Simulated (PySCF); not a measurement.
C₄H₃BrClF. Atoms are numbered in the order given.

```xyz
10

C      0.1083    -2.7472     0.0000
C     -0.7099    -1.6913     0.0000
F     -2.0449    -1.8914     0.0000
C     -0.3662    -0.2641     0.0000
Br     1.4723     0.1924     0.0000
C     -1.3252     0.6810     0.0000
Cl    -1.0510     2.3762     0.0000
H      1.1876    -2.6135     0.0000
H     -0.3131    -3.7530     0.0000
H     -2.3755     0.3890     0.0000
```

Geometry: B3LYP-D3(BJ)/def2-SVP. The structure was generated by enumeration; whether it is a known compound was not checked. One conformer was computed; it need not be the lowest.

Level of theory: TDDFT-PBE/def2-SVPD in PySCF.

Vertical excitations. Isolated molecule, no solvent. State labels are in the subgroup Cs.

Computed lowest excited states:
```tsv
state	symmetry	energy (eV)	λ (nm)	f	main pairs
S1	A"	4.46	278	0.000	HOMO→LUMO+1 99 %
S2	A'	4.69	264	0.174	HOMO→LUMO 51 %, HOMO−1→LUMO 44 %
S3	A"	4.79	259	0.000	HOMO−2→LUMO 100 %
S4	A'	5.03	246	0.316	HOMO−1→LUMO 49 %, HOMO→LUMO 45 %
S5	A"	5.44	228	0.001	HOMO−1→LUMO+1 98 %
S6	A"	5.49	226	0.000	HOMO−3→LUMO 100 %
S7	A'	5.81	213	0.002	HOMO−2→LUMO+1 98 %
S8	A"	6.08	204	0.003	HOMO→LUMO+2 93 %
S9	A'	6.14	202	0.044	HOMO−4→LUMO 83 %, HOMO→LUMO+4 14 %
S10	A"	6.27	198	0.012	HOMO→LUMO+3 93 %
T1	A'	2.96	418	0	HOMO→LUMO 98 %
T2	A'	4.14	300	0	HOMO−1→LUMO 94 %
T3	A"	4.21	294	0	HOMO→LUMO+1 99 %
T4	A"	4.72	263	0	HOMO−2→LUMO 100 %
```
Triplets are in the Tamm–Dancoff approximation, which puts them higher than full response would, so one can lie above its singlet here.
